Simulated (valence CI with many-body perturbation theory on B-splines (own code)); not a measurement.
The numbers below are computed, except where a source is named.
## Energy levels of Sr³¹⁺

Method: valence CI with perturbative core correlation (CI+MBPT): five valence electrons over a frozen Dirac-Fock core [He], radial functions for each j: 11 s, 11 p, 10 d, 8 f, 5 g, 2 h, with the one-electron correlation potential Σ1, the two-electron term Σ2, the three-electron term Σ3, Breit, model QED; selected CI, second order for the rest, scaled by the run's own slope (own B-spline code, finite nucleus).

No measured spectrum was set against this ion. As an estimate, large intervals hold to a few tenths of a per cent, small ones and those within an open d or f shell to about a per cent. Among the levels kept, up to 5800 cm⁻¹ of a level comes from second order outside the variational space, and about a tenth of that is noise between levels of different J, which matters for small intervals.

Levels 91 to 135 of 206, with energies above the lowest level, (2s^2 2p1/2^2 2p3/2) J=3/2. "Leading %" is the weight of the configuration and term that name the level; weights of strongly mixed levels are sums over their largest components and can fall short, so below about 35 % the name and the second component can differ from the true leading terms, or belong to a minority configuration. In the jj column 3d3/2^4 stands for four electrons in 3d with j = 3/2.

```tsv
No.	Configuration	Term	J	E (eV)	Leading %	Second component	g	Leading jj
91	2s 2p3 3p	4F	5/2	2407.0	40	18 % 2s 2p3 3p 4D	1.179	2s 2p1/2^2 2p3/2 3p3/2 (64 %)
92	2s 2p3 3p	4D	3/2	2407.6	44	15 % 2s 2p3 3p 6P	1.501	2s 2p1/2 2p3/2^2 3p1/2 (76 %)
93	2s 2p3 3d	6D°	9/2	2408.2	69	25 % 2s 2p3 3d 4F°	1.469	2s 2p1/2^2 2p3/2 3d5/2 (76 %)
94	2s 2p3 3s	4P°	1/2	2409.6	84	7 % 2s 2p3 3s 2P°	2.348	2s 2p1/2 2p3/2^2 3s (97 %)
95	2s 2p3 3p	2D	3/2	2412.9	22	18 % 2s 2p3 3p 2P	1.232	2s 2p1/2^2 2p3/2 3p3/2 (70 %)
96	2s 2p3 3p	4D	5/2	2415.4	25	20 % 2s 2p3 3p 2F	1.256	2s 2p1/2 2p3/2^2 3p1/2 (66 %)
97	2s 2p3 3p	4P	1/2	2416.0	52	21 % 2s 2p3 3p 2P	1.754	2s 2p1/2^2 2p3/2 3p3/2 (80 %)
98	2s 2p3 3s	4P°	3/2	2417.2	42	18 % 2s 2p3 3s 4D°	1.513	2s 2p1/2 2p3/2^2 3s (87 %)
99	2s2 2p2 3d	2D	3/2	2417.5	80	5 % 2s2 2p2 3d 4F	0.825	2s^2 2p3/2^2 3d3/2 (82 %)
100	2s2 2p2 3d	2D	5/2	2418.1	61	12 % 2s2 2p2 3d 2F	1.181	2s^2 2p3/2^2 3d5/2 (82 %)
101	2s 2p3 3s	2P°	1/2	2422.1	43	29 % 2s 2p3 3s 2S°	0.875	2s 2p1/2 2p3/2^2 3s (87 %)
102	2s 2p3 3d	4D°	5/2	2422.8	53	16 % 2s 2p3 3d 2D°	1.332	2s 2p1/2^2 2p3/2 3d5/2 (70 %)
103	2s 2p3 3d	4D°	3/2	2425.5	53	11 % 2s 2p3 3d 2D°	1.098	2s 2p1/2^2 2p3/2 3d5/2 (66 %)
104	2s 2p3 3s	2D°	5/2	2426.9	60	17 % 2s 2p3 3s 4P°	1.324	2s 2p1/2 2p3/2^2 3s (78 %)
105	2s 2p3 3p	4F	7/2	2428.0	70	13 % 2s 2p3 3p 4D	1.299	2s 2p1/2 2p3/2^2 3p1/2 (56 %)
106	2s 2p3 3s	2D°	3/2	2428.6	69	12 % 2s 2p3 3s 2P°	0.993	2s 2p1/2 2p3/2^2 3s (81 %)
107	2s 2p3 3p	4D	5/2	2429.6	37	21 % 2s 2p3 3p 2F	1.335	2s 2p1/2 2p3/2^2 3p3/2 (79 %)
108	2s 2p3 3d	4D°	7/2	2430.0	58	22 % 2s 2p3 3d 2F°	1.326	2s 2p1/2^2 2p3/2 3d5/2 (44 %)
109	2s 2p3 3p	2F	7/2	2431.2	44	42 % 2s 2p3 3p 4D	1.328	2s 2p1/2 2p3/2^2 3p3/2 (48 %)
110	2s 2p3 3d	4D°	1/2	2433.1	76	16 % 2s 2p3 3d 2P°	0.253	2s 2p1/2^2 2p3/2 3d5/2 (71 %)
111	2s 2p3 3s	4S°	3/2	2434.0	42	32 % 2s 2p3 3s 2P°	1.662	2s 2p1/2 2p3/2^2 3s (87 %)
112	2s 2p3 3p	4P	1/2	2435.7	43	32 % 2s 2p3 3p 2P	1.555	2s 2p1/2 2p3/2^2 3p3/2 (77 %)
113	2s 2p3 3s	2P°	1/2	2440.8	62	30 % 2s 2p3 3s 2S°	1.139	2s 2p1/2 2p3/2^2 3s (89 %)
114	2s 2p3 3p	4P	5/2	2443.1	69	21 % 2s 2p3 3p 2D	1.494	2s 2p1/2 2p3/2^2 3p1/2 (90 %)
115	2s 2p3 3p	4P	3/2	2445.2	40	24 % 2s 2p3 3p 2D	1.388	2s 2p1/2 2p3/2^2 3p3/2 (80 %)
116	2s 2p3 3p	4F	9/2	2448.2	99		1.326	2s 2p1/2 2p3/2^2 3p3/2 (99 %)
117	2s 2p3 3p	4D	7/2	2449.0	56	41 % 2s 2p3 3p 2F	1.300	2s 2p1/2 2p3/2^2 3p3/2 (97 %)
118	2s 2p3 3p	4D	1/2	2452.4	66	25 % 2s 2p3 3p 2P	0.327	2s 2p1/2 2p3/2^2 3p1/2 (94 %)
119	2s 2p3 3p	2P	3/2	2452.7	60	15 % 2s 2p3 3p 4P	1.309	2s 2p1/2 2p3/2^2 3p3/2 (88 %)
120	2s 2p3 3d	4G°	5/2	2453.8	45	13 % 2s 2p3 3d 2F°	0.826	2s 2p1/2^2 2p3/2 3d3/2 (86 %)
121	2s 2p3 3d	4F°	3/2	2454.1	43	12 % 2s 2p3 3d 2D°	0.788	2s 2p1/2^2 2p3/2 3d3/2 (72 %)
122	2s 2p3 3d	4D°	1/2	2459.1	53	26 % 2s 2p3 3d 2P°	0.603	2s 2p1/2^2 2p3/2 3d3/2 (86 %)
123	2s 2p3 3p	4D	3/2	2460.2	35	19 % 2s 2p3 3p 4F	1.062	2s 2p1/2 2p3/2^2 3p1/2 (82 %)
124	2s 2p3 3d	4G°	7/2	2460.7	29	15 % 2s 2p3 3d 2G°	1.129	2s 2p1/2^2 2p3/2 3d5/2 (83 %)
125	2s 2p3 3p	4P	1/2	2462.3	57	16 % 2s 2p3 3p 2P	1.846	2s 2p1/2 2p3/2^2 3p1/2 (88 %)
126	2s 2p3 3p	2D	5/2	2463.9	50	21 % 2s 2p3 3p 4P	1.210	2s 2p1/2 2p3/2^2 3p3/2 (88 %)
127	2s 2p3 3d	4F°	5/2	2465.1	34	10 % 2s 2p3 3d 2D°	1.138	2s 2p1/2^2 2p3/2 3d5/2 (78 %)
128	2s 2p3 3p	2D	5/2	2467.4	36	33 % 2s 2p3 3p 2F	1.113	2s 2p1/2 2p3/2^2 3p1/2 (73 %)
129	2s 2p3 3d	4D°	3/2	2469.1	36	20 % 2s 2p3 3d 4P°	1.364	2s 2p1/2^2 2p3/2 3d5/2 (80 %)
130	2s 2p3 3p	2P	3/2	2472.4	37	20 % 2s 2p3 3p 4P	1.311	2s 2p1/2 2p3/2^2 3p1/2 (78 %)
131	2s 2p3 3p	4P	3/2	2475.6	32	24 % 2s 2p3 3p 4S	1.498	2s 2p1/2 2p3/2^2 3p3/2 (94 %)
132	2s 2p3 3d	4D°	3/2	2477.4	28	17 % 2s 2p3 3d 6D°	1.306	2s 2p1/2 2p3/2^2 3d3/2 (76 %)
133	2s 2p3 3d	4F°	5/2	2477.6	28	17 % 2s 2p3 3d 6D°	1.276	2s 2p1/2 2p3/2^2 3d3/2 (67 %)
134	2s 2p3 3d	4F°	7/2	2478.6	45	20 % 2s 2p3 3d 6D°	1.309	2s 2p1/2 2p3/2^2 3d5/2 (57 %)
135	2s 2p3 3d	4P°	1/2	2478.9	28	24 % 2s 2p3 3d 4D°	1.834	2s 2p1/2 2p3/2^2 3d3/2 (75 %)
```
